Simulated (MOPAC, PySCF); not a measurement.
[Y(NH2)3], neutral singlet in the gas phase. 

Cartesian coordinates (Å):
```xyz
10

Y      0.0532    -0.0670     0.1167
N      1.0792     1.7128    -0.5422
H      1.1289     2.6223    -0.0618
H      1.6252     1.8381    -1.4064
N      0.1069    -1.8518    -1.0945
H     -0.3404    -2.7585    -0.8987
H      0.5866    -1.9812    -1.9966
N     -1.0314    -0.0575     1.9819
H     -1.1304     0.7250     2.6440
H     -1.5628    -0.8320     2.4040
```
Charge 0, spin multiplicity 1.

All levels are single points at this geometry (PBE-D3(BJ)/def2-SVP); Pople sets use spherical d functions. Orbital energies aren't observables, and empty levels follow the basis.

```json
[
 {"level": "TPSSh-D3(BJ)/def2-TZVP in PySCF", "HOMO (eV)": "-5.53", "LUMO (eV)": "-1.33", "gap (eV)": "4.19", "dipole (D)": "0.01", "vertical IE, Delta-SCF (eV)": "–"},
 {"level": "B3LYP/6-311+G** (LANL2DZ on Y) in PySCF", "HOMO (eV)": "-6.15", "LUMO (eV)": "-1.60", "gap (eV)": "4.55", "dipole (D)": "0.01", "vertical IE, Delta-SCF (eV)": "–"},
 {"level": "B3LYP/6-31G* (LANL2DZ on Y) in PySCF", "HOMO (eV)": "-5.76", "LUMO (eV)": "-1.36", "gap (eV)": "4.40", "dipole (D)": "0.01", "vertical IE, Delta-SCF (eV)": "7.70"},
 {"level": "BP86/6-31G* (LANL2DZ on Y) in PySCF", "HOMO (eV)": "-4.77", "LUMO (eV)": "-1.76", "gap (eV)": "3.01", "dipole (D)": "0.01", "vertical IE, Delta-SCF (eV)": "–"},
 {"level": "PBE/6-31G* (LANL2DZ on Y) in PySCF", "HOMO (eV)": "-4.67", "LUMO (eV)": "-1.74", "gap (eV)": "2.94", "dipole (D)": "0.01", "vertical IE, Delta-SCF (eV)": "–"},
 {"level": "SVWN5/6-31G* (LANL2DZ on Y) in PySCF", "HOMO (eV)": "-4.81", "LUMO (eV)": "-1.94", "gap (eV)": "2.87", "dipole (D)": "0.01", "vertical IE, Delta-SCF (eV)": "–"},
 {"level": "HF/6-31G* (LANL2DZ on Y) in PySCF", "HOMO (eV)": "-9.34", "LUMO (eV)": "1.40", "gap (eV)": "10.74", "dipole (D)": "0.01", "vertical IE, Delta-SCF (eV)": "–"},
 {"level": "PM6 in MOPAC", "HOMO (eV)": "-8.27", "LUMO (eV)": "0.01", "gap (eV)": "8.29", "dipole (D)": "0.01", "vertical IE, Delta-SCF (eV)": "–"},
 {"level": "PM7 in MOPAC", "HOMO (eV)": "-8.40", "LUMO (eV)": "1.37", "gap (eV)": "9.77", "dipole (D)": "0.01", "vertical IE, Delta-SCF (eV)": "–"}
]
```
